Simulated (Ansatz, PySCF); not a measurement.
The pair A = N2 (SMILES N#N) (first 2 atoms), B = PH3 (SMILES P); geometry from B3LYP-D3(BJ)/def2-TZVP.
(charge 0, multiplicity 1):
```xyz
6

N     -0.474     0.529    -0.259
N      0.544     0.139    -0.295
P      0.183    -0.219     3.730
H     -0.803    -0.836     2.917
H     -0.023     1.060     3.152
H      1.238    -0.543     2.839
```

Cores are frozen in the correlated methods. CBS: X⁻³ extrapolation of the correlation energy, Hartree–Fock from the larger set.

Codes used: Ansatz (a first-principles code) with Gaussian orbitals; PySCF for the dispersion terms. Values without a source in brackets are computed.

The monomers are drawn apart, rigid, along the line of their centres of mass. Counterpoise-corrected interaction energies (kcal/mol):

| level | R = 5.291 Å | R = 6.604 Å |
|---|---|---|
| PBE-D3(BJ)/def2-TZVPPD | -0.2051 | -0.0400 |
| wB97M-V/def2-TZVPPD | -0.1519 | -0.0335 |
| CCSD(T)/CBS(aug-cc-pV(D+d)Z, aug-cc-pV(T+d)Z) | -0.1411 | -0.0334 |

Task: R is the distance of the centres of mass. Find the local exponent m of E ∝ R⁻ᵐ between the two points.

Result: 
m = ln(E₁/E₂)/ln(R₂/R₁): PBE-D3(BJ)/def2-TZVPPD 7.4; wB97M-V/def2-TZVPPD 6.8; CCSD(T)/CBS(aug-cc-pV(D+d)Z, aug-cc-pV(T+d)Z) 6.5. For scale, two fixed dipoles give m = 3, dipole and quadrupole 4, quadrupoles 5, and dispersion or dipole-induced dipole 6 at long range; at these distances several terms mix, and what is left of overlap and damping shifts m, so it need not match one of them.
